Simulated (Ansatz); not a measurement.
`[NH]1[SiH2][GeH2]1` at its PBE0-D4/def2-TZVP geometry, where that method's forces vanish. The species carries charge 0 and has multiplicity 1.

```xyz
8

N    -0.5475   -0.7233    0.3947
Si   -0.7957    0.8696   -0.1511
Ge    1.1876   -0.2815   -0.1597
H    -1.0324   -1.5031    0.8012
H    -1.6100    1.0952   -1.3762
H    -1.1126    1.9331    0.8406
H     1.6961   -1.1339   -1.3355
H     2.2146   -0.2561    0.9860
```

Task: What forces (eV/Å) does PBE-D4/def2-TZVPP give on these atoms in Ansatz? (An estimate is asked.)

Result: Ansatz gave: 
```
N1  -0.092 -0.149  0.075
Si2 -0.089  0.290 -0.090
Ge3  0.315  0.106 -0.110
H4  -0.168 -0.292  0.149
H5  -0.095  0.029 -0.148
H6  -0.036  0.129  0.118
H7   0.052 -0.109 -0.135
H8   0.114 -0.004  0.140
```
